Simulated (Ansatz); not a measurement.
A single Tb atom.

Basis set: def2-TZVPP. Charge 0. Computed with Ansatz (development build ahead of 0.2.0); the lowest solution found for each multiplicity.

(1) How do the multiplicities compare at this shape? Give, from the lowest of each method, PBE0 (unrestricted) for 4, 6; HF (unrestricted) for 4, 6, 8.

## Answers

(1)

```json
{"method": "PBE0, unrestricted", "multiplicity": "4", "E (eV)": "1.429", "<S²>": "7.22"}
{"method": "PBE0, unrestricted", "multiplicity": "6", "E (eV)": "0.000", "<S²>": "10.39"}
{"method": "HF, unrestricted", "multiplicity": "4", "E (eV)": "2.928", "<S²>": "6.76"}
{"method": "HF, unrestricted", "multiplicity": "6", "E (eV)": "0.000", "<S²>": "11.75"}
{"method": "HF, unrestricted", "multiplicity": "8", "E (eV)": "0.891", "<S²>": "15.77"}
```

Caution: the unrestricted determinant is a mixture of spin states. Caution for HF, unrestricted: no wide search was run, a lower solution can exist.
